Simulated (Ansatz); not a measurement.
Input for Ansatz (development build ahead of 0.2.0):

```yaml
crystal:
  periodic: [false, false, false]
  atoms:
    - { symbol: Al, position_ang: [-0.1304, -0.04147, -0.02323] }
    - { symbol: Cl, position_ang: [-1.09347, 1.00457, -1.43255] }
    - { symbol: Cl, position_ang: [2.05825, 0.56041, 0.35445] }
    - { symbol: Cl, position_ang: [-0.82978, -1.54646, 1.09636] }
basis:
  gaussian: { orbitals: def2-SVP }
total_charge: 1
magnetization:
  spin_polarized: true
  initial_magnetization: 1
hamiltonian:
  xc: hf
output:
  forces: true
```

The input is written out in the form of the current development build from the run's settings.

The run gave:

* Converged: yes
* Total energy: -1619.73258 hartree
* Spin squared of the determinant: 0.757
* Stability test: minimum

Forces (eV/Å):
```tsv
atom	Fx	Fy	Fz
Al1	-0.711	-0.196	-0.125
Cl2	0.078	0.615	-0.547
Cl3	0.436	0.120	0.076
Cl4	0.197	-0.539	0.597
```
